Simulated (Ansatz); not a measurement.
`[F][In]([F])[I]` + CH₃SH → `C[S][In]([F])[F]` + HI at 500 K and 1 bar (ligand exchange at the In–I bond).

Calculated with Ansatz (gas phase, PBE0-D4/def2-TZVP geometries, no zero-point term in ΔE). CCSD(T)/CBS is the MP2 limit (def2-TZVPP, def2-QZVPP) plus CCSD(T) − MP2 in def2-TZVPP, frozen cores. This one scheme is used for every species. Elements past krypton have def2 core potentials. For I, In outer-core shells are correlated without core-valence functions, which leaves a few kJ/mol of doubt a bond. One conformer a species, not always the lowest.

```csv
species,CCSD(T)/CBS energy (Eh),H − E (kJ/mol),S (J/(mol·K))
`[F][In]([F])[I]`,-686.94930,43.9,387.6
CH₃SH,-438.22835,145.1,283.7
`C[S][In]([F])[F]`,-827.12092,158.3,449.7
HI,-298.03592,28.6,221.6
```

H − E and S are ideal-gas, rigid-rotor, harmonic terms from PBE0-D4/def2-TZVP, for one conformer and one mirror image of each species. 1 Eh = 2625.50 kJ/mol, R = 8.31446 J/(mol·K).

Problem. By hand: ΔE, ΔH, ΔS and ΔG.

Solution. ΔE = (-827.12092) + (-298.03592) − (-686.94930) − (-438.22835) = 0.02081 Eh = 54.6 kJ/mol. Δ(H − E) = 158.3 + 28.6 − 43.9 − 145.1 = -2.1, so ΔH = 52.5 kJ/mol. ΔS = 449.7 + 221.6 − 387.6 − 283.7 = 0.0 J/(mol·K). ΔG = 52.5 − 500 × (0.0)/1000 = 52.5 kJ/mol.

Problem. By hand: the equilibrium constant, and the temperature at which ΔG would vanish if ΔH and ΔS stayed fixed.

Solution. log₁₀ K = −ΔG/(RT ln 10) = -5.5. With ΔH or ΔS at zero there is no such temperature.

The number of gas molecules stays the same, so ΔS is small and ΔH decides. A doubt of 5 kJ/mol in ΔE shifts log₁₀ K by 0.5 here. Other conformers and mirror images would add mixing entropy, several J/(mol·K) or more a flexible species. Modes under 60 cm⁻¹, often nearly free rotors, make the harmonic entropy too high. These are equilibria of isolated gas molecules and say nothing of rates. Largest T1 diagnostic: 0.016 (customary marks: 0.02 for closed shells, 0.045 for open ones).

ΔS is within the doubt of such terms, so its sign, and with it that verdict, could turn.
